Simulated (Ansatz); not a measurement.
A search over several starts for the lowest SCF solution of Re2O6⁻ at the given spin, in a small basis.

```yaml
crystal:
  periodic: [false, false, false]
  atoms:
    - {symbol: Re, position_ang: [-0.706308, 0.768985, -0.135473]}
    - {symbol: Re, position_ang: [0.339217, -1.600735, 0.014159]}
    - {symbol: O, position_ang: [-0.200582, -0.500649, -1.509537]}
    - {symbol: O, position_ang: [2.036400, -1.696881, 0.348894]}
    - {symbol: O, position_ang: [1.029342, 3.183680, 0.510660]}
    - {symbol: O, position_ang: [-2.387730, 0.719729, 0.254094]}
    - {symbol: O, position_ang: [-0.747250, -2.881384, 0.445855]}
    - {symbol: O, position_ang: [0.636911, 2.007255, 0.071358]}
basis:
  gaussian: {orbitals: def2-SVP, initial_orbitals: start.molden}
total_charge: -1
magnetization: {spin_polarized: true, initial_magnetization: 1}
hamiltonian: {xc: pbe, dispersion: d4}
output: {orbitals: {seedname: orbitals}}
```

The file start.molden holds the orbitals of an earlier run on this structure, at another level or in another basis.

```sh
$ ansatz run in.yaml --threads 4 --pin off --events-out ev --progress --plain --max-ram 4787MiB
```

Output, abridged:

```
Functional definition: PBE
1452 factors; their error is unknown
mean field evaluation 1: about -16528.7479 eV, gradient 3.7e1 eV
mean field evaluation 2: about -16529.0729 eV, gradient 9.4e-1 eV
mean field evaluation 4: about -16529.0197 eV, gradient 1.8e-1 eV
mean field evaluation 8: about -16529.0198 eV, gradient 2.5e-5 eV
mean field evaluation 16: about -16527.4974 eV, gradient 7.0e0 eV
mean field evaluation 32: about -16527.8814 eV, gradient 9.3e0 eV
mean field evaluation 64: about -16527.2874 eV, gradient 1.8e0 eV
mean field -16529.01978028 eV, -607.4302731533 hartree, gradient 2.5e-5 eV, S^2 0.758076; 7 other end points of the search recorded, 0 dependent functions left out
reference -16529.01984052 eV, -607.4302753671 hartree; 40, 39 occupied and 108, 109 virtual orbitals, 1452 factors
Total energy: -16529.35546688 eV, -607.4426094082 hartree
```

Run time 11 s (4 threads of Arm Neoverse V2 on a shared host).

In the def2 sets Re takes a core potential; there is no spin–orbit coupling. The structure holds one bond between oxygen atoms, so isomers without such links may lie far lower. No other spin state of charge -1 was run. Another isomer (doublet) lies 1.47 eV lower at PBE0-D4/def2-TZVPD; other spin states weren't run for this one.
